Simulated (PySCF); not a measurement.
C3H8Te, SMILES CC(C)[TeH]. Coordinates come from a B3LYP-D3(BJ)/def2-SVP optimisation. The def2 effective core potentials stand for the cores of Te; spin–orbit coupling is left out.

Computed equilibrium geometry at B3LYP-D3(BJ)/def2-SVP (PySCF confirms it by a frequency run) as Cartesian coordinates in Å:
```xyz
12

Te    -0.7390     0.1665     0.3967
H     -1.7436    -0.4009    -0.8144
C      1.0751     0.0056    -0.8707
C      1.2590    -1.4071    -1.4065
C      2.2639     0.4893    -0.0474
H      0.8848     0.7062    -1.6964
H      2.1569    -1.4485    -2.0502
H      1.3954    -2.1304    -0.5872
H      0.3995    -1.7361    -2.0093
H      2.1300     1.5225     0.3084
H      3.1801     0.4628    -0.6624
H      2.4366    -0.1576     0.8285
```
Charge 0, spin multiplicity 1.
